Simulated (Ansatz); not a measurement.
`CBCCCl`. Total charge 0; spin multiplicity 1. Geometry: relaxed with PBE0-D4/def2-TZVP. It is one conformer, not always the lowest.

```xyz
13

C    -0.927   -1.525    0.223
B     0.507   -1.005   -0.089
C     0.929    0.497   -0.207
C    -0.156    1.530   -0.044
Cl    0.469    3.204   -0.193
H    -1.178   -2.418   -0.357
H    -1.737   -0.798    0.141
H    -0.904   -1.871    1.268
H     1.388   -1.813   -0.215
H     1.432    0.622   -1.177
H     1.735    0.672    0.520
H    -0.929    1.431   -0.806
H    -0.629    1.473    0.936
```

Problem. What is the dipole moment at r2SCAN/def2-TZVPP? (An estimate is asked.)

Solution. The calculation gave: 2.21 D, with components (-0.83, -2.03, 0.28) D in this frame, pointing from negative to positive charge.

Problem. And with PBE, B3LYP, ωB97M-V? (Estimate.)

Solution. Ansatz gave: PBE 2.08 D, B3LYP 2.15 D, ωB97M-V 2.13 D.

Problem. Give the Mulliken charges with r2SCAN, ωB97M-V, PBE in def2-TZVPP. (Estimate.)

Solution. Computed: 
```tsv
atom	r2SCAN	ωB97M-V	PBE
C1	-0.22	-0.35	-0.32
B2	0.05	-0.06	0.00
C3	-0.07	-0.18	-0.14
C4	0.01	-0.18	-0.10
Cl5	-0.20	-0.14	-0.17
H6	0.07	0.12	0.11
H7	0.05	0.10	0.09
H8	0.07	0.12	0.11
H9	0.00	0.08	0.02
H10	0.05	0.11	0.09
H11	0.05	0.11	0.09
H12	0.07	0.14	0.11
H13	0.07	0.14	0.11
```

B3LYP here is the variant with VWN-RPA as its local correlation; programs differ in this.
